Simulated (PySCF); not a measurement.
Cost of excited-state runs on `Cc1cnc(C#N)s1`, C$_{5}$H$_{4}$N$_{2}$S

Bonds (- single, = double, # triple, : aromatic): C1-C2 1.489 Å, C2:C3 1.378 Å, C3:N4 1.354 Å, N4:C5 1.304 Å, C5-C6 1.424 Å, C6#N7 1.160 Å, C5:S8 1.741 Å, S8:C2 1.722 Å. C1 carries H9, H10, H11; C3 carries H12.

PySCF with density fitting, on 1 thread of an Intel Xeon Platinum 8259CL, shared host. Command: `OMP_NUM_THREADS=1 python excited_run.py task.json out`

**Question.** How long does each of these runs take, and how much memory?
- first hyperpolarisability, CAM-B3LYP/aug-cc-pVDZ; usual settings
- excited states, wB97X-D/def2-TZVP; Tamm-Dancoff; spin-orbit couplings; 6 states; 5 triplets; quadratic response for 4 states
- excited states, CAM-B3LYP/aug-cc-pVDZ; two-photon moments; 8 states; quadratic response for 6 states; 0 triplets

**Answer.** 
```tsv
run	level	basis functions	wall time	peak memory (GiB)
first hyperpolarisability	CAM-B3LYP/aug-cc-pVDZ	224	44 s	0.89
excited states	wB97X-D/def2-TZVP	278	68 s	1
excited states	CAM-B3LYP/aug-cc-pVDZ	224	55 s	0.97
```
Times from a shared host are rough.
